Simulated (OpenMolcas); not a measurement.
Ne3+: effect of the IPEA shift

```yaml
Program: OpenMolcas
Basis: ANO-RCC-VTZP [4s3p2d1f]
Scalar_Hamiltonian: DKH2, point nucleus
Active_space: 5 electrons in 4 orbitals (2s 2p)
State_averaging: 2S+1 = 4 odd, 1 root; 2S+1 = 2 odd, 8 roots; 2S+1 = 4 even, 3 roots; 2S+1 = 2 even, 6 roots
Spin-orbit_coupling: state interaction with AMFI integrals over the reference wave functions, term energies averaged over their components
```

Methods on the same reference wave functions:
A. CASSCF
B. SS-CASPT2, IPEA 0 Eh, imaginary shift 0.1 Eh (closed shells correlated: 1s)
C. SS-CASPT2, IPEA 0.25 Eh, imaginary shift 0.1 Eh (closed shells correlated: 1s)

Energies in cm-1 above 2s2 2p3 4S* 3/2, the measured ground level; measured values from Moore, Atomic Energy Levels, vol. I, NSRDS-NBS 35 (1971 reprint of NBS Circular 467, 1949).

```json
{"Level": "2s2 2p3 4S* 3/2", "A": "0.0", "B": "0.0", "C": "0.0", "Measured": "0.0"}
{"Level": "2s2 2p3 2D* 3/2", "A": "44947", "B": "42300", "C": "42200", "Measured": ""}
{"Level": "2s2 2p3 2D* 5/2", "A": "44978", "B": "42330", "C": "42230", "Measured": ""}
{"Level": "2s2 2p3 2P* 1/2", "A": "62487", "B": "63500", "C": "63270", "Measured": ""}
{"Level": "2s2 2p3 2P* 3/2", "A": "62499", "B": "63510", "C": "63280", "Measured": ""}
{"Level": "2s 2p4 4P 5/2", "A": "184489", "B": "184590", "C": "184300", "Measured": "183860"}
{"Level": "2s 2p4 4P 3/2", "A": "185049", "B": "185150", "C": "184860", "Measured": "184477"}
{"Level": "2s 2p4 4P 1/2", "A": "185379", "B": "185480", "C": "185190", "Measured": "184799"}
{"Level": "2s 2p4 2D 3/2", "A": "266201", "B": "255820", "C": "256190", "Measured": ""}
{"Level": "2s 2p4 2D 5/2", "A": "266203", "B": "255830", "C": "256190", "Measured": ""}
```

Deviations, from unrounded energies. A percentage is the sum of absolute deviations over the sum of measured energies, with the sign that they share, or ± where signs differ.

```json
{"Against measurement": "mean absolute deviation (cm-1)", "Levels": "3", "A": "590", "B": "690", "C": "410"}
{"Against measurement": "other configurations (%)", "Levels": "3", "A": "+0.3", "B": "+0.4", "C": "+0.2"}
```

C lies closest to measurement on these levels and B furthest from it. The largest miss of C in the table is 2s 2p4 4P 5/2, by +440 cm-1. The ranking rests on the paired levels alone, and a cruder setting can come out closer through cancelling errors.

Between B and C the level of the table that moves most is 2s 2p4 2D 3/2, by 370 cm-1 (lowest in B, highest in C). Moves below CASPT2's spread within the term are not significant.

From A to B the spin-free energies of the other terms of 2s2 2p3 shown, above 4S*, scale by factors of 0.94 to 1.02.

The lowest spin-free term lies below A's lowest term by 0.126 hartree in B, 0.122 hartree in C.

CASPT2 does not keep the components of a term degenerate, so their means are used; among the terms shown or strongly mixed into the levels shown the widest spread is 140 cm-1 (2s 2p4 2D, C). Measured partners are found by configuration, term and J. A level has none where our copy of the source lacks it or the pairing is in doubt (some pairs that miss far off the trend of their configuration count as doubtful), and it then counts in no deviation. Levels of configurations outside the active space are missing. Levels that lie high or do not pair safely by name in every column are left out.

* marks odd parity.
